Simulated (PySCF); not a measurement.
F3H2NSi. Atoms are numbered in the order given.

```xyz
7

N      1.6670     0.2136     0.0000
Si    -0.0030     0.0008     0.0000
F     -0.4477    -0.8015     1.3154
F     -0.4477    -0.8015    -1.3154
F     -0.8837     1.3466     0.0000
H      2.1924     0.4008     0.8462
H      2.1924     0.4008    -0.8462
```
Charge 0, spin multiplicity 1.

The structure is a stationary point at B3LYP-D3(BJ)/def2-SVP. Other conformers were not sampled.

Calculation: KT2/pcSseg-1 run with PySCF.

GIAO shieldings, no solvent; atoms alike by connectivity are averaged. δ = σ(ref) − σ: ¹⁵N against NH3 (σ = 266.2 ppm); ²⁹Si against TMS (σ = 361.9 ppm); ¹⁹F against CFCl3 (σ = 127.1 ppm); ¹H against TMS (σ = 31.47 ppm), references at their B3LYP-D3(BJ)/def2-TZVP geometries, non-relativistic.

```csv
nucleus,atoms,count,δ (ppm)
¹⁵N,N1,1,18.3
²⁹Si,Si2,1,-67.6
¹⁹F,"F3, F4, F5",3,-186.6
¹H,"H6, H7",2,1.35
```
